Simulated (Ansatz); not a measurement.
## GeH2 (SMILES [H][Ge][H]): the energy, rung by rung

The species is GeH2 (3 atoms), meant as a singlet with charge 0. As SMILES, `[H][Ge][H]`. Geometry: a GFN2-xTB relaxation, a rough one for these elements and not checked as a minimum.

```xyz
3

Ge    0.0046   -0.0091   -0.7810
H     1.0988   -0.0178    0.3984
H    -1.1034    0.0269    0.3826
```

Each level gives the energy change with the Ge1–H3 bond stretched from 1.607 to 3.214 Å (eV). The values are calculated.

| level | kind | program | value (eV) | less FCI/STO-3G |
| --- | --- | --- | --- | --- |
| HF/STO-3G (restricted) | Hartree–Fock | Ansatz | 7.48 | +3.52 |
| SVWN5/STO-3G (restricted) | LDA | Ansatz | 5.57 | +1.61 |
| r2SCAN/STO-3G (restricted) | meta-GGA | Ansatz | 5.68 | +1.72 |
| PBE0/STO-3G (restricted) | global hybrid | Ansatz | 5.98 | +2.02 |
| wB97X/STO-3G (restricted) | range-separated hybrid | Ansatz | 6.68 | +2.72 |
| B2PLYP/STO-3G (restricted) | double hybrid | Ansatz | 5.51 | +1.55 |
| MP2/STO-3G (restricted) | perturbation theory | Ansatz | 5.46 | +1.50 |
| CCSD(T)/STO-3G (restricted) | coupled cluster or CI | Ansatz | 3.95 | -0.01 |
| FCI/STO-3G | exact in the basis | Ansatz | 3.96 | 0.00 |

FCI/STO-3G is exact within its basis and frozen core, so for wave-function methods in that basis the difference is their error; functionals converge differently with the basis, so for them it is only a difference. Spin-restricted single references rise too steeply as a bond breaks, Hartree–Fock most of all. Perturbation and coupled-cluster corrections on them can overshoot downwards. All-electron rows without a relativistic Hamiltonian named are non-relativistic. The first shape isn't each level's own minimum. The values span 3.95 to 7.48 eV. All rows use very small basis sets, so even the best lies far from the true value. In the correlated wave-function rows the outer d shell of Ge is correlated, in sets not made for it.
